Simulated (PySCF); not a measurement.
A structure optimised at B3LYP-D3(BJ)/def2-TZVP, used in a PySCF frequency run:

```xyz
9

Al     0.0000     0.0000     0.6456
C      1.6862     0.0000    -0.3895
H      1.7135    -0.8813    -1.0401
H      2.5895     0.0000     0.2208
H      1.7135     0.8813    -1.0401
C     -1.6862     0.0000    -0.3895
H     -1.7135    -0.8813    -1.0401
H     -1.7135     0.8813    -1.0401
H     -2.5895     0.0000     0.2208
```
Charge 0, spin multiplicity 2.

Write its SMILES, formula and point group.

[CH3][Al][CH3], C2H6Al, C2v

What are its rotational constants (standard atomic weights)?

22.812, 5.2213, 4.4850 GHz
